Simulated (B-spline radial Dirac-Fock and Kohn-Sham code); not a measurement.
**The L2-M45M45 Auger spectrum of Xe⁺**

System: Xe⁺ in the configuration [Kr] 4d10 5s2 5p5.

The computed values come from a radial B-spline solver: relaxed Dirac-Fock hole states (ΔSCF) with Breit and QED corrections and a finite nucleus. The two-hole levels come from diagonalising the Coulomb interaction among the jj configurations; intensities are independent-particle Coulomb rates. Kinetic energies are from the vacuum level. The model has no electron correlation. Open outer shells are spectators and are not coupled to the holes.

| kinetic energy (eV) | J | leading jj holes (weight) | leading LS term (weight) | intensity (%) |
| --- | --- | --- | --- | --- |
| 3650.5 | 0 | M4M4 (0.87) | ¹S0 (0.75) | 2.4 |
| 3667.6 | 2 | M4M4 (0.91) | ¹D2 (0.46) | 16.0 |
| 3673.9 | 4 | M4M5 (0.95) | ¹G4 (0.94) | 67.9 |
| 3675.3 | 1 | M4M5 (1.00) | ³P1 (1.00) | 1.1 |
| 3678.7 | 2 | M4M5 (0.88) | ³P2 (0.53) | 2.2 |
| 3680.0 | 0 | M5M5 (0.87) | ³P0 (0.75) | 0.0 |
| 3684.3 | 3 | M4M5 (1.00) | ³F3 (1.00) | 8.4 |
| 3690.0 | 2 | M5M5 (0.97) | ¹D2 (0.50) | 1.2 |
| 3695.9 | 4 | M5M5 (0.95) | ³F4 (0.94) | 0.7 |

The strongest line, by its leading LS label ¹G4, lies at 3673.9 eV. The mean weight of the leading component is 0.93 in jj and 0.76 in LS coupling, so jj labels describe these levels better.
